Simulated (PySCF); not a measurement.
## How the method moves the HOMO and LUMO of `CC(C)OC(C)(C)C`

Compound: C₇H₁₆O.
Structure used (PBE0-D3(BJ)/def2-SVP), in Å, numbered top down from 1:
```xyz
24
C7H16O angstrom
C      1.3378   -1.4262    0.0402
C      0.3237   -0.3079    0.2173
C      0.9175    1.0640   -0.0586
O     -0.7502   -0.5254   -0.6768
C     -2.0607   -0.7189   -0.1609
C     -2.1245   -1.9669    0.7210
C     -2.5353    0.5140    0.6099
C     -2.9166   -0.9163   -1.4048
H      2.2241   -1.2691    0.6736
H      1.6632   -1.4705   -1.0105
H      0.8938   -2.3987    0.2977
H     -0.0392   -0.3282    1.2612
H      0.1764    1.8543    0.1294
H      1.2237    1.1315   -1.1137
H      1.7983    1.2550    0.5731
H     -1.4922   -1.8661    1.6161
H     -1.7850   -2.8479    0.1564
H     -3.1540   -2.1495    1.0635
H     -1.9153    0.7025    1.4996
H     -2.4925    1.4042   -0.0350
H     -3.5724    0.3831    0.9528
H     -2.8468   -0.0301   -2.0520
H     -3.9714   -1.0804   -1.1399
H     -2.5546   -1.7843   -1.9745
```

Basis pcSseg-1 throughout (PySCF), one geometry. The structure is a single PBE0-D3(BJ)/def2-SVP conformer in the gas phase; no vibrational or solvent corrections.

How do the orbital energies, the gap and the dipole change with the method?

```csv
method,kind,HOMO (eV),LUMO (eV),gap (eV),μ (D),SCF cycles
BLYP,GGA,-5.43,0.47,5.90,1.17,15
OPBE,GGA,-5.47,0.81,6.28,1.17,15
B97-D,GGA,-5.56,0.61,6.17,1.18,15
BP86,GGA,-5.64,0.50,6.14,1.16,15
KT2,GGA,-5.73,0.30,6.03,1.12,14
B97-2,global hybrid,-6.82,1.32,8.14,1.23,12
PBE0,global hybrid,-7.10,1.28,8.38,1.23,13
CAM-B3LYP,range-separated hybrid,-8.52,2.13,10.65,1.27,12
LC-wPBE,range-separated hybrid,-9.82,3.48,13.30,1.29,12
HF,Hartree–Fock,-10.97,4.18,15.15,1.39,10
```

The HOMO spans 5.54 eV, from BLYP down to HF, and the gap runs from 5.90 eV (BLYP) to 15.15 eV (HF). Over the methods BLYP (0 %), OPBE (0 %), B97-D (0 %), BP86 (0 %), KT2 (0 %), B97-2 (21 %), PBE0 (25 %), HF (100 %), a straight line through the gap against the share of exact exchange rises by 0.90 eV for each 10 % (correlation coefficient 0.999). The dipole ranges from 1.12 D (KT2) to 1.39 D (HF). This basis has no diffuse functions.

The vertical ΔSCF ionisation energy at wB97X-D/def2-SVPD is 9.12 eV; −ε(HOMO) comes closest to it with CAM-B3LYP (8.52 eV).
